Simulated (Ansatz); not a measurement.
`[Cl][SnH]([Cl])[Cl]` and `[OH][SnH]([Cl])[Cl]` differ in one atom or group.

Ansatz, PBE0-D4/def2-TZVP geometries, multiplicity 1. Each molecule was computed in one conformer, which needn't be the lowest.

Elements past krypton have def2 core potentials.

```json
{"property": "LUMO energy (B3LYP/def2-TZVPP) / eV", "`[Cl][SnH]([Cl])[Cl]`": "-2.57"}
{"property": "size of the dipole moment (ωB97M-V/def2-TZVPP) / D", "`[Cl][SnH]([Cl])[Cl]`": "2.04"}
{"property": "LUMO energy (ωB97M-V/def2-TZVPP) / eV", "`[Cl][SnH]([Cl])[Cl]`": "-0.22"}
{"property": "HOMO energy (B3LYP/def2-TZVPP) / eV", "`[Cl][SnH]([Cl])[Cl]`": "-9.12"}
{"property": "HOMO–LUMO gap (PBE/def2-TZVPP) / eV", "`[Cl][SnH]([Cl])[Cl]`": "4.79"}
{"property": "size of the dipole moment (B3LYP/def2-TZVPP) / D", "`[Cl][SnH]([Cl])[Cl]`": "2.00"}
```

Task: Give the same properties after the change, and the shifts. (Estimate.)

Result: Computed: 
```
                                          property  `[OH][SnH]([Cl])[Cl]`  shift
               LUMO energy (B3LYP/def2-TZVPP) / eV                  -2.14   0.43
size of the dipole moment (ωB97M-V/def2-TZVPP) / D                   0.93  -1.11
             LUMO energy (ωB97M-V/def2-TZVPP) / eV                   0.20   0.42
               HOMO energy (B3LYP/def2-TZVPP) / eV                  -8.94   0.18
               HOMO–LUMO gap (PBE/def2-TZVPP) / eV                   4.89   0.10
  size of the dipole moment (B3LYP/def2-TZVPP) / D                   0.92  -1.08
```

With PBE0 the HOMO rises by 0.18 eV and the LUMO rises by 0.45 eV, so the gap widens by about 0.27 eV. PBE moves the HOMO by 0.34 eV and ωB97M-V by 0.15 eV. Dipoles are sizes alone; their direction can turn.

B3LYP here is the variant with VWN-RPA as its local correlation; programs differ in this.
